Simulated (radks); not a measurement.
The nuclear charge of neutral iridium is varied continuously with 77 electrons held in [Xe] 4f14 5d7 6s2. Calculated with a radial shooting solver on a logarithmic mesh with Libxc functionals: Dirac Kohn-Sham, BLYP, spin-unpolarised, spherical densities, finite nucleus; open shells fill j = l - 1/2 first; Fermi nuclear charge, rms radius 5.4032 fm. By the Hellmann-Feynman theorem dE/dZ = E(electron-nucleus)/Z, the electronic potential at the nucleus (averaged over a nucleus of fixed radius).

Z = 76.75: E (hartree) -17710.5099; E(electron-nucleus)/Z (hartree) -578.868; HOMO 5d5/2; e(HOMO) (eV) -3.943; <r> HOMO (bohr) 1.829
Z = 77: E (hartree) -17855.6015; E(electron-nucleus)/Z (hartree) -581.865; HOMO 6s1/2; e(HOMO) (eV) -6.220; <r> HOMO (bohr) 2.920
Z = 77.25: E (hartree) -18001.4425; E(electron-nucleus)/Z (hartree) -584.864; HOMO 6s1/2; e(HOMO) (eV) -8.237; <r> HOMO (bohr) 2.821
Z = 77.5: E (hartree) -18148.0338; E(electron-nucleus)/Z (hartree) -587.867; HOMO 6s1/2; e(HOMO) (eV) -10.374; <r> HOMO (bohr) 2.732
Z = 77.75: E (hartree) -18295.3765; E(electron-nucleus)/Z (hartree) -590.875; HOMO 6s1/2; e(HOMO) (eV) -12.625; <r> HOMO (bohr) 2.652
Z = 78: E (hartree) -18443.4717; E(electron-nucleus)/Z (hartree) -593.887; HOMO 6s1/2; e(HOMO) (eV) -14.982; <r> HOMO (bohr) 2.579

The central difference of E at Z = 77 is -581.865 hartree, to compare with the third column; the second derivative is -12 hartree.
